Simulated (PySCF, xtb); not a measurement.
Relative energy of two structures of CH3CaP

We compare a, a singlet given by its coordinates, with b, a singlet given by its coordinates. Both are isolated molecules in the gas phase, relaxed with PBE0-D3(BJ)/def2-SVP.

a (Å):

```xyz
6

C    -3.1941    2.2487    1.1703
Ca   -2.3964   -0.2576    1.7025
P    -3.5413    1.3387   -0.2058
H    -3.4048    3.3249    1.2636
H    -2.7253    1.9348    2.1475
H    -1.5739   -1.8733    2.6018
```

Close contacts (Å): C1–Ca2 2.68, C1–P3 1.69, Ca2–P3 2.74, C1–H4 1.10, C1–H5 1.13, Ca2–H5 2.26, Ca2–H6 2.02.

b (Å):

```yaml
atoms:
  - { symbol: C, position_ang: [-0.2320, 0.7765, -0.4030] }
  - { symbol: Ca, position_ang: [0.3203, -1.3735, 1.0526] }
  - { symbol: P, position_ang: [1.4145, 0.4746, -0.6149] }
  - { symbol: H, position_ang: [-1.5113, -1.7457, 1.7893] }
  - { symbol: H, position_ang: [-0.7496, 1.6176, -0.8895] }
  - { symbol: H, position_ang: [-1.0041, 0.2278, 0.2056] }
```

Close contacts (Å): C1–Ca2 2.65, C1–P3 1.69, Ca2–P3 2.72, C1–H5 1.10, C1–H6 1.13, Ca2–H4 2.01, Ca2–H6 2.24.

Task: Estimate which is lower in electronic energy at CCSD(T)/def2-TZVP, and by roughly how much.

Result: The CCSD(T)/def2-TZVP calculation puts structure a lower, by 1.11 kcal/mol.

The same difference at several levels:

| level | geometry | E(b) − E(a) (kcal/mol) | departure from the last row (kcal/mol) | job, with rough time for the two |
| --- | --- | --- | --- | --- |
| PBE0-D3(BJ)/def2-SVP | PBE0-D3(BJ)/def2-SVP | +0.13 | −0.98 | optimisation, 2.9 min |
| HF/def2-TZVP | PBE0-D3(BJ)/def2-SVP | +2.51 | +1.40 | part of the CCSD(T) run |
| MP2/def2-TZVP | PBE0-D3(BJ)/def2-SVP | +0.95 | −0.16 | part of the CCSD(T) run |
| CCSD(T)/def2-TZVP | PBE0-D3(BJ)/def2-SVP | +1.11 |  | single point, 1.9 min |

PBE0-D3(BJ)/def2-SVP finds them nearly level. The largest departure from CCSD(T)/def2-TZVP is that of HF/def2-TZVP, 1.40 kcal/mol. No reliable frequencies are at hand for a or b, so they aren't confirmed as minima. Levels run at GFN2-xTB geometries aren't shown.

The correlated steps freeze 11 core orbitals; the last core shell of Ca is correlated, in a basis made for valence electrons. Codes used: PySCF 2.14.0, xtb 6.7.1; the last row on 2 threads of Intel(R) Xeon(R) Platinum 8488C (Sapphire Rapids) on a shared host.
